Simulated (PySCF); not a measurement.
Input file for PySCF: D3(BJ) and D4 dispersion corrections on CH5BOSe (SMILES COB[SeH]), a point of a torsion scan.

```python
from pyscf import gto
from pyscf.dispersion import dftd3, dftd4

mol = gto.M(
    atom='''
    C    -1.15862597   -0.55838232   -0.03472374
    O    -0.49740260    0.39346522   -0.83026071
    B     0.68068595    0.94692526   -0.57199583
    Se    0.92909068    2.72513929   -1.26618193
    H    -0.46184744   -1.08317726    0.62445834
    H    -1.65513255   -1.27522818   -0.69136785
    H    -1.90879244   -0.04260165    0.56850269
    H     1.50027453    0.48881727    0.13677454
    H    -0.34585334    2.83018946   -1.91851866
    ''',
    basis='def2-svp',
    charge=0, spin=0, verbose=0, max_memory=1800)
d3, d4 = {}, {}
for xc in ['hf', 'pbe', 'blyp', 'revpbe', 'tpss', 'r2scan', 'b3lyp', 'pbe0', 'bhlyp', 'camb3lyp', 'b2plyp']:
    d3[xc] = float(dftd3.DFTD3Dispersion(mol, xc=xc, version='d3bj', atm=False).get_dispersion()['energy'])
    print(f'D3(BJ) {xc:10s} {d3[xc]:14.8f} Eh')
for xc in ['hf', 'pbe', 'blyp', 'revpbe', 'tpss', 'r2scan', 'b3lyp', 'pbe0', 'bhlyp', 'camb3lyp', 'b2plyp']:
    d4[xc] = float(dftd4.DFTD4Dispersion(mol, xc={'camb3lyp': 'cam-b3lyp'}.get(xc, xc), atm=True).get_dispersion()['energy'])
    print(f'D4     {xc:10s} {d4[xc]:14.8f} Eh')
```

Program output:

```
D3(BJ) hf            -0.04770679 Eh
D3(BJ) pbe           -0.00577979 Eh
D3(BJ) blyp          -0.01247221 Eh
D3(BJ) revpbe        -0.01460091 Eh
D3(BJ) tpss          -0.00733678 Eh
D3(BJ) r2scan        -0.00163930 Eh
D3(BJ) b3lyp         -0.01021983 Eh
D3(BJ) pbe0          -0.00505354 Eh
D3(BJ) bhlyp         -0.00813185 Eh
D3(BJ) camb3lyp      -0.00467565 Eh
D3(BJ) b2plyp        -0.00482358 Eh
D4     hf            -0.02104355 Eh
D4     pbe           -0.00572884 Eh
D4     blyp          -0.01274374 Eh
D4     revpbe        -0.01836446 Eh
D4     tpss          -0.00774691 Eh
D4     r2scan        -0.00140889 Eh
D4     b3lyp         -0.00924879 Eh
D4     pbe0          -0.00482738 Eh
D4     bhlyp         -0.00694993 Eh
D4     camb3lyp      -0.00488969 Eh
D4     b2plyp        -0.00399852 Eh
```

The run finished.

Cost: around 0.04 core-seconds (rough).
